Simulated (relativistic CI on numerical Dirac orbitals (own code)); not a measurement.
## Cr³⁺: L2,3 absorption edge

Computed with this model: Dirac-Coulomb-Breit CI, KLI orbitals optimised for each configuration, model QED (radiative potential, 1s self-energy scaled to tabulated hydrogen-like ionisation energies), valence Slater integrals scaled by 0.8, multiplet model of core-to-valence dipole absorption; configurations [Ar] 3d3 → [He] 2s2 2p5 3s2 3p6 3d4; 80 K; Lorentzian 0.24 eV and Gaussian 0.3 eV FWHM. Energies are those of the free ion, without screening or charge transfer. The branching ratio is the share of the lower-energy edge in the whole absorption, uncertain by about 0.02 where the edges overlap. S is read from ⟨S²⟩ = S(S + 1).

Field parameters in Wybourne normalisation: Td as Oh with Dq negative (B⁴₀ = 21Dq, B⁴₄ = √(5/14) B⁴₀). The field is a parameter set, without covalency.

Peaks in eV (height, largest 100): 577.6 (16), 579.8 (100), 581.3 (65), 582.0 (38), 582.7 (25), 585.8 (36), 587.4 (14), 588.3 (34), 588.8 (24), 589.7 (35), 591.4 (7).

Problem. Which surroundings give this spectrum?
A. Td, 10Dq = -1800 cm⁻¹
B. Td, 10Dq = -6450 cm⁻¹
C. Td, 10Dq = -11050 cm⁻¹
D. Td, 10Dq = -8750 cm⁻¹

Solution. A. Td, 10Dq = -1800 cm⁻¹, where the ground state has S = 1.50.
